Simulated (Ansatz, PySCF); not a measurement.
C₃H₉Ge, SMILES C[CH][CH2][GeH3], multiplicity 2. Atoms are numbered in the order given.

```xyz
13

C      2.3608     1.0965    -0.2285
C      1.7832    -0.2091     0.2109
C      0.5251    -0.2725     0.9968
Ge    -1.0628    -0.1623    -0.1771
H      3.4025     0.9882    -0.5681
H      2.3411     1.8403     0.5879
H      1.7933     1.5450    -1.0704
H      2.1525    -1.1320    -0.2502
H      0.4369    -1.2158     1.5604
H      0.4525     0.5601     1.7180
H     -1.0587    -1.3502    -1.1551
H     -1.0198     1.1453    -0.9873
H     -2.3639    -0.1947     0.6484
```
Charge 0, spin multiplicity 2.

Geometry optimised at ωB97X-D3(BJ)/def2-SVP. The isomer is the one that the SMILES or the coordinates give; other isomers of the formula were not compared. Other conformers were not sampled.

Two levels are set side by side: PBE-D3(BJ)/def2-SVP (Ansatz, an electronic-structure program) and ωB97X-D3(BJ)/def2-SVP (PySCF). Each level has its own optimised geometry; the coordinates shown are those of the second. Frequencies come from the Hessian of PySCF at each geometry. Differences are taken from unrounded values.

| quantity | ωB97X-D3(BJ) | PBE-D3(BJ) | PBE-D3(BJ) minus ωB97X-D3(BJ) |
|---|---|---|---|
| mean bond length (Å) | 1.349 | 1.359 | 0.010 |
| bond C1–C2 (Å) | 1.494 | 1.491 | -0.003 |
| bond C2–C3 (Å) | 1.485 | 1.478 | -0.007 |
| bond C3–Ge4 (Å) | 1.978 | 2.012 | 0.034 |
| bond C1–H5 (Å) | 1.101 | 1.109 | 0.008 |
| bond C1–H6 (Å) | 1.105 | 1.112 | 0.008 |
| bond C1–H7 (Å) | 1.110 | 1.120 | 0.010 |
| bond C2–H8 (Å) | 1.096 | 1.103 | 0.008 |
| bond C3–H9 (Å) | 1.102 | 1.110 | 0.008 |
| bond C3–H10 (Å) | 1.104 | 1.112 | 0.008 |
| bond Ge4–H11 (Å) | 1.539 | 1.553 | 0.014 |
| bond Ge4–H12 (Å) | 1.539 | 1.553 | 0.014 |
| bond Ge4–H13 (Å) | 1.541 | 1.557 | 0.016 |
| highest harmonic wavenumber (cm⁻¹) | 3200 | 3099 | -100 |
| mean harmonic wavenumber (cm⁻¹) | 1372 | 1314 | -57 |
| zero-point energy (kcal/mol) | 64.72 | 62.01 | -2.71 |

Exact exchange shortens and stiffens bonds; PBE has none. Differences between two approximate levels are no errors against the true value.
